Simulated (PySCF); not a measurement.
Compound: C9H11 (charge +1).
Structure used (PBE0-D3(BJ)/def2-SVP), in Å, numbered top down from 1:
```
atom  x, y, z in Å
C1     3.3692   -0.1996    0.0573
C2     2.0067   -0.7176    0.0823
C3     0.8094   -0.0147    0.0064
C4     0.7605    1.4079   -0.1173
C5    -0.4633    2.0349   -0.1866
C6    -1.6422    1.2739   -0.1342
C7    -1.6462   -0.1322   -0.0110
C8    -2.9347   -0.8905    0.0514
C9    -0.4129   -0.7577    0.0563
H10    3.9215   -0.6996   -0.7611
H11    3.4619    0.8870   -0.0393
H12    3.8919   -0.5419    0.9711
H13    1.9172   -1.8087    0.1745
H14    1.6810    1.9917   -0.1578
H15   -0.5248    3.1205   -0.2830
H16   -2.6030    1.7949   -0.1926
H17   -2.7702   -1.9747    0.0069
H18   -3.5984   -0.6079   -0.7791
H19   -3.4700   -0.6662    0.9875
H20   -0.3598   -1.8461    0.1489
```

The closed-shell ground state was solved at several levels (PySCF, density fitting, gas phase, non-relativistic).

```tsv
level	basis functions	total energy (Eh)	HOMO (eV)	LUMO (eV)	gap (eV)
B3LYP/pcSseg-1	208	-349.2733	-11.80	-8.34	3.46
CAM-B3LYP/def2-SVPD	268	-348.8544	-13.15	-7.15	6.00
```

Estimate the row for PBE0/pcSseg-1, a basis of 208 functions; the other rows only guide the guess.

Total energy -348.8323 Eh, HOMO -12.01 eV, LUMO -8.21 eV, gap 3.80 eV.

Over all these levels, which gives the widest orbital gap and which the narrowest?

CAM-B3LYP/def2-SVPD (range-separated hybrid) has the widest, 6.00 eV, and B3LYP/pcSseg-1 (global hybrid, 20 % exact exchange) the narrowest, 3.46 eV. Functional and basis both differ between the two, so the spread mixes both effects.

One conformer stands for the species.
